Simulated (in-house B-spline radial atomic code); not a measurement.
**Ionising As3+ with different functionals**

Computed with a B-spline radial code for spherical atoms: four-component Dirac-Coulomb Hamiltonian, Fermi nucleus of rms radius 4.0968 fm, spin-restricted, spherical fractional occupations for the functionals, and exact exchange of hybrids averaged over the configuration. The ionisation energy is the difference of two self-consistent energies, [Ar] 3d10 4s2 → [Ar] 3d10 4s1, without Breit or QED terms; ε is the level of the shell that loses the electron (mean over j).

```tsv
method	rung	ΔSCF (eV)	-ε(4s) (eV)
B3LYP	global hybrid	?	?
B97-1	global hybrid	50.15	45.32
PBE0	global hybrid	50.14	45.58
CAM-B3LYP	range-separated hybrid	?	?
```

(1) What does B3LYP give?

(2) What does CAM-B3LYP give?

(3) Among the functionals, which spreads more, the ΔSCF values or the orbital energies?

(4) How do they compare with the NIST value?

Answers

(1) ΔSCF 50.59 eV, and -ε(4s) = 45.63 eV.

(2) ΔSCF 50.53 eV, and -ε(4s) = 47.36 eV.

(3) The orbital energies: ΔSCF values span about 0.46 eV and the orbital energies 2.04 eV; here energy differences depend much less on the functional than eigenvalues do.

(4) NIST lists 50.15 eV ± 0.06 (measured, ground level to ground level). Errors run from -0.01 to +0.44 eV; B97-1 is closest (+0.00 eV), though others lie within the uncertainty of it, and part of that can be cancellation, since the calculations leave out Breit-QED terms, spin polarisation.
